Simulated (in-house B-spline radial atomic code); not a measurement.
Ga⁸⁺. Computed with a B-spline radial atomic code. Model: all-electron spherical atom, spin shells full or empty, radial basis limit, no spin-orbit coupling, Breit or QED, empty-state partial waves extrapolated as (l+1/2)^-4, RPA, G0W0 and static COHSEX of the highest shell as one setting changes (uncorrelated shells keep exact exchange).

Given: element Ga; charge 8; filled core Ar; hamiltonian one-electron scalar X2C; mean-field start HSE06; highest l of empty states 9; nuclear rms radius 3.9973 fm; highest mean-field shell 3d up.

Shell: 3d 5 0 (electrons up and down).

```csv
lowest nl shells left uncorrelated,RPA correlation energy (hartree),G0W0 level (eV),G0W0 minus most complete (meV),COHSEX level (eV),linearised minus solved G0W0 (meV)
0,-1.5924,-211.95,0,-216.29,-16
1,?,?,?,?,?
2,?,?,?,?,?
3,-0.79848,-211.79,163.2,-216.23,-15.7
4,-0.63225,-211.99,-38.5,-216.1,-15.7
5,-0.15014,-212.92,-960.9,-215.13,-15.2
```

(1) What follows for lowest nl shells left uncorrelated = 2?

(2) What follows for lowest nl shells left uncorrelated = 1?

Results:

(1) RPA correlation energy -1.2723 hartree; G0W0 level -211.92 eV; G0W0 minus most complete 36.6 meV; COHSEX level -216.24 eV; linearised minus solved G0W0 -16 meV.

(2) RPA correlation energy -1.4426 hartree; G0W0 level -211.95 eV; G0W0 minus most complete 0.7 meV; COHSEX level -216.29 eV; linearised minus solved G0W0 -16 meV.
